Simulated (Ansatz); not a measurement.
`OB[SiH2][ZnH]` + CH₃NH₂ → `C[NH][ZnH]` + `OB[SiH3]` at 700 K and 1 bar (cleavage of the Zn–Si bond).

Gas-phase electronic energies from Ansatz, PBE0-D4/def2-TZVP geometries. CCSD(T)/CBS adds triple-zeta CCSD(T) − MP2 to the extrapolated MP2 energy (def2 sets, frozen cores). For Zn outer-core shells are correlated without core-valence functions, which leaves a few kJ/mol of doubt a bond. Scalar relativity is left out up to krypton. One conformer a species, not always the lowest.

```json
{"species": "`OB[SiH2][ZnH]`", "CCSD(T)/CBS energy (Eh)": "-2170.45106", "H − E (kJ/mol)": "208.4", "S (J/(mol·K))": "465.5"}
{"species": "CH₃NH₂", "CCSD(T)/CBS energy (Eh)": "-95.75281", "H − E (kJ/mol)": "207.6", "S (J/(mol·K))": "296.6"}
{"species": "`C[NH][ZnH]`", "CCSD(T)/CBS energy (Eh)": "-1874.12279", "H − E (kJ/mol)": "211.9", "S (J/(mol·K))": "386.4"}
{"species": "`OB[SiH3]`", "CCSD(T)/CBS energy (Eh)": "-392.07510", "H − E (kJ/mol)": "194.9", "S (J/(mol·K))": "384.0"}
```

H − E and S are ideal-gas, rigid-rotor, harmonic terms from PBE0-D4/def2-TZVP, for one conformer and one mirror image of each species. 1 Eh = 2625.50 kJ/mol, R = 8.31446 J/(mol·K).

Question: By hand: ΔE, ΔH, ΔS and ΔG.

Answer: ΔE = (-1874.12279) + (-392.07510) − (-2170.45106) − (-95.75281) = 0.00598 Eh = 15.7 kJ/mol. Δ(H − E) = 211.9 + 194.9 − 208.4 − 207.6 = -9.2, so ΔH = 6.5 kJ/mol. ΔS = 386.4 + 384.0 − 465.5 − 296.6 = 8.3 J/(mol·K). ΔG = 6.5 − 700 × (8.3)/1000 = 0.7 kJ/mol.

Question: By hand: the equilibrium constant, and the temperature at which ΔG would vanish if ΔH and ΔS stayed fixed.

Answer: log₁₀ K = −ΔG/(RT ln 10) = -0.1. ΔG = 0 at ΔH/ΔS = 783 K, though so small a ΔH makes that figure unsure.

TΔS isn't small against ΔH here. The sign of ΔG lies within the doubt. A doubt of 5 kJ/mol in ΔE shifts log₁₀ K by 0.4 here. Other conformers and mirror images would add mixing entropy, several J/(mol·K) or more a flexible species. Modes under 60 cm⁻¹, often nearly free rotors, make the harmonic entropy too high. These are equilibria of isolated gas molecules and say nothing of rates. Largest T1 diagnostic: 0.016 (customary marks: 0.02 for closed shells, 0.045 for open ones).
